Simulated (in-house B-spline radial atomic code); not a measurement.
Inner levels of krypton as electrons are removed. A shift is the extra binding of the orbital against the neutral atom ([Ar] 3d10 4s2 4p6). The density at the nucleus is averaged over the nuclear charge. Computed with a B-spline radial code for spherical atoms: Dirac-Hartree-Fock, average of the configuration, finite nuclei.

```csv
ion,configuration,shift of 1s1/2 (eV),radius of 1s1/2 (bohr),Σ<r²> (bohr²),change of density at nucleus (bohr⁻³)
Kr14+,[Ar] 3d4,436.79,0.041476,3.5109,65.169
Kr15+,[Ar] 3d3,494.89,0.041477,3.1637,93.747
Kr16+,[Ar] 3d2,555.44,0.041479,2.8438,124.14
Kr17+,[Ar] 3d1,618.41,0.04148,2.5482,156.37
Kr18+,[Ne] 3s2 3p6,683.81,0.041482,2.2744,190.41
Kr19+,[Ne] 3s2 3p5,753.9,0.041476,1.9831,229.85
Kr20+,[Ne] 3s2 3p4,825.84,0.04147,1.7054,270.68
Kr21+,[Ne] 3s2 3p3,899.64,0.041463,1.4404,312.9
Kr22+,[Ne] 3s2 3p2,975.29,0.041457,1.1873,356.53
Kr23+,[Ne] 3s2 3p1,1052.77,0.041449,0.94538,401.56
Kr24+,[Ne] 3s2,1132.11,0.041442,0.7141,448
Kr25+,[Ne] 3s1,1208.65,0.041439,0.48195,-64.357
Kr26+,[He] 2s2 2p6,1286.67,0.041436,0.25822,-601.13
Kr27+,[He] 2s2 2p5,1482.3,0.041396,0.22304,-470.02
Kr28+,[He] 2s2 2p4,1682.3,0.041354,0.18966,-335.36
Kr29+,[He] 2s2 2p3,1886.65,0.04131,0.15798,-197.16
Kr30+,[He] 2s2 2p2,2095.34,0.041264,0.1279,-55.424
Kr31+,[He] 2s2 2p1,2308.35,0.041216,0.099305,89.857
Kr32+,[He] 2s2,2525.67,0.041166,0.07212,238.68
Kr33+,[He] 2s1,2716.82,0.041161,0.03777,-2300.06
Kr34+,1s2,2910.72,0.041134,0.0045449,-4934.76
Kr35+,1s1,3534.42,0.040692,0.002221,-26185.2
```
